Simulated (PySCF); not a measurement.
## Ru²⁺: excitation energy

Ru²⁺ [Kr] 4d6 (5D) → Ru²⁺ [Kr] 4d5 5s1, s spin flipped, as a difference of total energies. All numbers are calculated (PySCF 2.14, the spin-free X2C one-electron Hamiltonian (Gaussian nucleus), in x2c-QZVPPall). Correlated levels: valence: [Kr] frozen; valence and next inner shell: [Ar] 3d10 frozen. The calculations carry no spin-orbit coupling.

```csv
method,excitation energy (eV)
UHF,4.261
LDA,4.759
PBE,4.978
PBE0,4.978
r2SCAN,5.038
PBEsol,4.994
M06-L,4.963
LC-wPBE,5.172
MP2 (valence),4.644
SCS-MP2 (valence),4.716
MP2 (valence and next inner shell),4.445
SCS-MP2 (valence and next inner shell),4.483
```

Task: How much does correlation contribute at MP2 (valence and next inner shell)?

Result: 4.445 − (4.261) = 0.184 eV, measured against UHF.

The upper determinant mixes two multiplicities, so it lies between the two terms.

The basis was made for the ground configuration and has no added diffuse functions, so the excitation energy can come out too high.
